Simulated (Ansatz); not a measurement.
Stretching the C4–H5 bond in CH4OPb (SMILES C[O][PbH]) (multiplicity 1 held, fragments rigid). Energies count from the point at 1.096 Å.
Geometry at that point (charge 0, multiplicity 1):
```xyz
7

Pb    -0.18088    -0.24648     0.34041
H     -1.22800    -0.74184    -1.13818
O      1.00529     1.06933    -0.77911
C      0.89711     1.34866    -2.15569
H      0.71053     2.41845    -2.30634
H      1.83700     1.10003    -2.66239
H      0.08796     0.78793    -2.63935
```

R- and RO- levels are restricted; in cc, def2 and unpolarised 6-31G sets they are followed outwards from rest. U- levels take the lowest unrestricted solution at each point, which mixes spins at long bonds. Levels need not reach the same state.

Frozen-core correlation. Filled d and f shells under p-block atoms count as core.

Codes used: Ansatz (Gaussian orbitals). Each number belongs to the level named beside it. In def2 rows elements past Kr take small-core potentials, without spin–orbit coupling.

**Question.** One of these levels gives 137.71 kcal/mol for the energy at R = 3.508 Å. Which one is it?
(A) R-HF/def2-SVP
(B) R-MP2/def2-SVP
(C) U-MP2/def2-SVP
(D) U-HF/def2-SVP

**Answer.** B, R-MP2/def2-SVP. The others give 171.44 (R-HF/def2-SVP), 83.60 (U-HF/def2-SVP), 101.86 (U-MP2/def2-SVP)

Doubts at one or more of the structures used: a restricted determinant that unrestricted orbitals would lower (R-HF/def2-SVP, R-MP2/def2-SVP); a spin-contaminated determinant (U-HF/def2-SVP, U-MP2/def2-SVP).

Ansatz is a quantum-chemistry and plane-wave program.
